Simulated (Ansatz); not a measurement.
Cl2Mg (SMILES [Cl][Mg][Cl]) moved off its minimum; all values from Ansatz (an electronic-structure program), cores frozen in correlated methods.
(charge 0, multiplicity 1)
```xyz
3

Mg    -0.0796     0.0281    -0.1055
Cl     0.1043     0.0687    -2.1696
Cl    -0.0379     0.0271     2.0940
```

```
level                largest force (eV/Å)  on atom  rms difference from CCSD(T)/def2-TZVPPD (eV/Å)  dipole (D)
-------------------  --------------------  -------  ----------------------------------------------  ----------
HF/def2-TZVPP                        1.98      Mg1                                           0.051        0.83
PBE/def2-TZVPP                       1.88      Mg1                                           0.048        0.72
r2SCAN/def2-TZVPP                    1.90      Mg1                                           0.098        0.76
B3LYP/def2-TZVPP                     1.89      Mg1                                           0.071        0.75
wB97M-V/def2-TZVPP                   1.90      Mg1                                           0.095        0.77
MP2/def2-TZVPPD                      1.98      Mg1                                           0.004        0.79
CCSD(T)/def2-TZVPPD                  1.97      Mg1                                           0.000        0.79
```

The differences count from one level among others, with limits of its own. Forces at CCSD(T)/def2-TZVPPD (eV/Å):

| atom | Fx | Fy | Fz |
|---|---|---|---|
| Mg1 | -0.063 | -0.019 | 1.969 |
| Cl2 | 0.113 | 0.027 | -1.827 |
| Cl3 | -0.050 | -0.008 | -0.143 |
